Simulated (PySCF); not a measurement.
## How methods differ on the ionisation energy of Ir(59+)

Ir(59+) [Ar] (1S) → Ir(60+) [Ne] 3s2 3p5 (2P), as a difference of total energies. Computed with PySCF 2.14 in an uncontracted even-tempered set (17 s from 16 bohr⁻², ratio 2.5; 12 p from 21 bohr⁻², ratio 2.5; 4 d from 86 bohr⁻², ratio 2.7; 4 f from 130 bohr⁻², ratio 2.7), with scalar relativity by spin-free X2C-1e. Correlated levels: outer shells: 1s2 frozen; virtual orbitals above 40 to 60 times the deepest correlated orbital energy dropped. The calculations carry no spin-orbit coupling.

| method | ionisation energy (eV) |
| --- | --- |
| UHF | 6448.8 |
| LDA | 6449.0 |
| PBE | 6450.0 |
| PBE0 | 6450.2 |
| r2SCAN | 6451.5 |
| BP86 | 6451.0 |
| r2SCANh | 6451.4 |
| MP2 (outer shells) | 6450.0 |
| SCS-MP2 (outer shells) | 6449.8 |

A first-order spin-orbit estimate (lowest level to lowest level, LS coupling) adds -129.3 eV.

Breit and QED terms and the two-electron picture change are absent.

For comparison: 6315 ± 7 eV (theoretical estimate listed by NIST; NIST Atomic Spectra Database, ionization energies).
